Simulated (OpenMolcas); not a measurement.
Tc5+ with 6 ligands (oxide) in octahedral coordination (Oh). A charge of +1.17 e stands 2.6 Å behind each ligand. Ligand basis ANO-RCC-VDZP.

- Program: OpenMolcas 26.06
- Method: SS-CASPT2, IPEA 0.25 Eh, imaginary shift 0.1 Eh (closed shells correlated: 4s 4p and the ligand valence shells)
- Basis: ANO-RCC-VTZP [7s6p4d2f1g]
- Scalar Hamiltonian: DKH2, point nucleus
- Active space: 2 electrons in 5 orbitals (4d)
- State averaging: 2S+1 = 3 even, 10 roots; 2S+1 = 1 even, 15 roots
- Spin-orbit coupling: state interaction with AMFI integrals over the reference wave functions

All ligands move together. At R = 1.95 Å the first state of the same spin is 24060 cm-1, and at R = 2.11 Å it is 22180 cm-1.

**Question.** A third run gives 23930 cm-1. What distance was it run at?

**Answer.** With a power law R^-n the two known points give n = -ln(22180 / 24060) / ln(2.11 / 1.95) = 1.03. Then R = 1.95 × (24060 / 23930)^(1/1.03) = 1.960 Å. The run was at 1.98 Å, so the estimate is off by -0.020 Å.

Roots that are degenerate in the reference are averaged as groups; the widest CASPT2 spread within a group is 180 cm-1 (the 3-fold group of multiplicity 3 near 29000 cm-1 above the lowest state of its run, R = 1.95). Shifts and gaps below about the spread of the groups concerned are not significant. Over all roots computed the reference weight is 0.57 to 0.60 in R = 1.95, 0.57 to 0.60 in R = 1.98, 0.56 to 0.59 in R = 2.11; a low but even weight reflects the number of correlated electrons. An orbital triplet at a regular site is open to Jahn-Teller coupling, which can distort the site and quench the lowest spin-orbit gaps and is left out. The oxide ions are held by bare point charges, a crude embedding. Ligand-to-metal charge-transfer states are missing. With no ligand orbital active B as a rule stays too high, so bands that hang on it stand too high and its fall with covalency is understated. With one d shell and no ligand orbital active, 10Dq can be off by a tenth or more. The least metal-like active orbital is 66 % on the metal (Löwdin) and no ligand orbital is active, so the numbers are rough (holds for R = 1.95). The least metal-like active orbital is 67 % on the metal (Löwdin) and no ligand orbital is active, so the numbers are rough (holds for R = 1.98). The least metal-like active orbital is 68 % on the metal (Löwdin) and no ligand orbital is active, so the numbers are rough (holds for R = 2.11). No measured value stands beside these numbers; the geometry is a model, was not optimised and need not be the one that this ion takes.
